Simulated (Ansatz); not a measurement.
Cl3OTa, triplet, geometry from GFN2-xTB (such geometries of metal compounds can be far from the true shape) (the multiplicity is a formal guess) (core potentials on Ta); Ansatz (an electronic-structure program) with PBE0/def2-SVP.

Here is a job for Ansatz.
Ansatz 0.2 input:
```yaml
crystal:
  periodic: [false, false, false]
  atoms:
    - {symbol: Ta, position_ang: [0.31012105, 0.12285828, -0.12781425]}
    - {symbol: O, position_ang: [1.49890242, 1.13960606, -0.79189324]}
    - {symbol: Cl, position_ang: [1.24862834, -1.33520757, 1.28252778]}
    - {symbol: Cl, position_ang: [-1.64494771, -1.20702000, -0.33409690]}
    - {symbol: Cl, position_ang: [-1.64074271, 1.47837445, -0.02692582]}
basis:
  gaussian:
    orbitals: def2-SVP
hamiltonian:
  xc: pbe0
magnetization: {spin_polarized: true, initial_magnetization: 2}
```

### Question
Write the output that Ansatz gives for this input, abridged.

### Answer

```
Functional definition: PBE0
923 factors; integrals over basis functions are off by at most 8.1e-4 eV
mean field evaluation 1: about -41132.9074 eV, gradient 4.6e1 eV
mean field evaluation 2: about -40981.9097 eV, gradient 1.6e2 eV
mean field evaluation 4: about -41141.0666 eV, gradient 6.0e0 eV
mean field evaluation 8: about -41141.3980 eV, gradient 7.5e-1 eV
mean field evaluation 16: about -41141.4030 eV, gradient 8.6e-3 eV
mean field evaluation 32: about -41141.4030 eV, gradient 4.3e-5 eV
mean field -41141.40297597 eV, -1511.9186727224 hartree, gradient 4.3e-5 eV, S^2 2.007509; 4 other end points of the search recorded, 0 dependent functions left out
reference -41141.40301681 eV, -1511.9186742233 hartree; 37, 35 occupied and 63, 65 virtual orbitals, 923 factors
Total energy: -41141.40301681 eV, -1511.9186742233 hartree
```
